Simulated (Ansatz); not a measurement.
Wavefunction ladder for H3MoNO3 (`[NH2][Mo](=[O])(=[O])[OH]`)

```xyz
8

N     0.374    0.608   -1.236
Mo   -0.468   -0.280    0.248
O    -1.306   -1.609   -0.344
O    -1.493    0.822    0.995
O     0.824   -0.886    1.471
H     0.466    1.610   -1.308
H     0.583    0.149   -2.110
H     1.020   -0.415    2.285
```

Charge 0, multiplicity 1. Correlated methods include outer-core shells of Mo, which these sets cover unevenly. Mo takes the def2 core potential. The geometry is a stationary point of PBE0-D4/def2-TZVP. It is one conformer, not always the lowest. Frozen core, restricted reference, the Gaussian-basis code of Ansatz.

| basis | HF (Eh) | MP2 corr. | CCSD corr. | (T) | CCSD(T) total |
| --- | --- | --- | --- | --- | --- |
| def2-SVP | -348.12361 | -1.20776 | -1.13578 | -0.06111 | -349.32050 |
| def2-TZVPP | -348.51857 | -1.55813 | -1.47178 | -0.08943 | -350.07978 |
| def2-QZVPP | -348.53691 | -1.67637 | – | – | – |
